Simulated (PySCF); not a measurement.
# A ladder for the ionisation energy of Lu²⁺

Lu²⁺ [Xe] 4f14 6s1 (2S) → Lu³⁺ [Xe] 4f14 (1S). Scalar values calculated with PySCF 2.14 in x2c-TZVPPall (spin-free X2C; valence: [Kr] 4d10 frozen; valence and next inner shell: [Ar] 3d10 frozen). The spin-orbit shift comes from two-component X2C-1e calculations (generalised Hartree-Fock, GHF, and MP2 on its spinors, GMP2) in x2c-TZVPPall-2c: GMP2 gives 20.993 eV without and 20.996 eV with screened spin-orbit coupling, a shift of 0.003 eV (GHF: 0.005 eV). Sums use unrounded values; where a UHF row is shifted, it takes the GHF shift.

| method | scalar (eV) |
| --- | --- |
| UHF | 19.951 |
| LDA | 21.451 |
| PBE | 21.216 |
| PBE0 | 20.961 |
| r2SCAN | 20.832 |
| B3LYP | 21.277 |
| BLYP | 21.344 |
| r2SCANh | 20.801 |
| MP2 (valence) | 20.917 |
| SCS-MP2 (valence) | 20.741 |
| MP2 (valence and next inner shell) | 20.968 |
| SCS-MP2 (valence and next inner shell) | 20.782 |
| CCSD (valence) | 20.730 |
| CCSD(T) (valence) | 20.797 |

Q: Form a composite estimate from CCSD(T) (valence) and the spin-orbit shift, and compare it with the reference, 20.959 eV (measured; NIST Atomic Spectra Database, ionization energies).

A: 20.797 + (0.003) = 20.800 eV, an error of -0.159 eV.

The errors of the correlated levels include the incompleteness of the basis and the frozen core, so a lower level can come closer by cancellation.
